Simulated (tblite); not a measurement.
Compound: C₆H₈F (charge +1).
SMILES with atom numbers: `[F:1][CH2:2][C@H:3]1[CH:4]=[CH:5][CH+:6][CH2:7]1` (hydrogens: H8, H9 on C2; H10 on C3; H11 on C4; H12 on C5; H13 on C6; H14, H15 on C7)
Bond orders are those of one Lewis drawing.

Computed with GFN2-xTB (tblite), gas phase: nudged elastic band of 9 images (0 to 8), spring 0.2 eV/Å², climbing image at the end, force threshold 0.05 eV/Å. No saddle search or frequency run followed, so the top image need not be a first-order saddle, and its height can exceed the method's true barrier by a kcal/mol or more.

The band describes a rotation about C2–C3 (sp3 C–F carbon, allylic carbon), followed by the dihedral F1–C2–C3–C4, from the optimised start (-64°) to a second optimised geometry at 60°.

**Question.** Give the energy profile along the converged band.

**Answer.** 
```csv
image,dihedral (°),E (kJ/mol),C2–C3 (Å),F1···C4 (Å),largest true force (eV/Å)
0,-64,0.00,1.552,2.91,0.01
1,-50,2.60,1.553,2.78,0.07
2,-35,9.04,1.557,2.68,0.10
3,-20,15.92,1.562,2.62,0.09
4,-4,20.00,1.565,2.59,0.06
5,12,19.46,1.565,2.61,0.05
6,28,15.16,1.563,2.66,0.08
7,44,10.13,1.559,2.75,0.06
8,60,7.83,1.557,2.88,0.01
```

Barriers of this band. The top is image 4 at -4°: 20.00 kJ/mol forward and 12.17 kJ/mol back; the end lies 7.83 kJ/mol above the start. The central bond is 0.013 Å longer at the top than at the start.

**Question.** What rate follows at 250 K for crossing this barrier forward?

**Answer.** Taking the electronic barrier for the free energy of activation (no zero-point or entropy terms, transmission 1), rate = (kT/h)·exp(−ΔE/kT) ≈ 3 × 10^8 s⁻¹, whose inverse is 3 × 10^-9 s. An error of 1 kcal/mol in the barrier changes this by a factor of 7, and the method and the loose band can each miss by that much or more.

**Question.** How would the two end points share their population at 250 K, from these energies alone?

**Answer.** exp(−ΔE/kT) with ΔE = 0.081 eV gives 0.023 for the higher one (end) against 1 for the lower, without vibrational, rotational or degeneracy terms.

**Question.** How long is the path, and how are the images spaced?

**Answer.** Cartesian distances between aligned neighbours (all atoms, Å): 0.48, 0.49, 0.50, 0.50, 0.49, 0.50, 0.50, 0.52; the sum is 3.98 Å, and the top lies 50 % of the way along.

The cost below is that of the whole band run. On one thread, Arm Neoverse V2 (aarch64) (shared host), this took 1.7 s wall and 0.19 GiB of memory at its peak.
